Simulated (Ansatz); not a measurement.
A structure relaxed at PBE0-D4/def2-SVP in Ansatz, charge 1, singlet:

```xyz
5

Sb   -0.651   -1.736   -1.814
Sb   -0.560   -0.960    0.954
Sb    1.661   -0.679   -1.149
Sb    1.079    1.637    0.843
Sb   -1.528    1.739    1.165
```

Task: Give its formula and point group.

Result: the cluster Sb5⁺. Point group Cs (tolerance 0.1 Å).

Task: Summarise the bond lengths by kind (pairs closer than 1.2 times the sum of covalent radii, bridged metal pairs left out).

Result: 7 × Sb–Sb 2.63 to 3.11 Å.

In the def2 sets Sb takes a core potential; there is no spin–orbit coupling. The restricted singlet is unstable towards broken spin symmetry in Hartree–Fock (as tested in another run); at PBE0-D4/def2-SVP this wasn't settled. Another isomer (singlet) lies 1.78 eV lower at PBE0-D4/def2-TZVP; other spin states weren't run for this one.
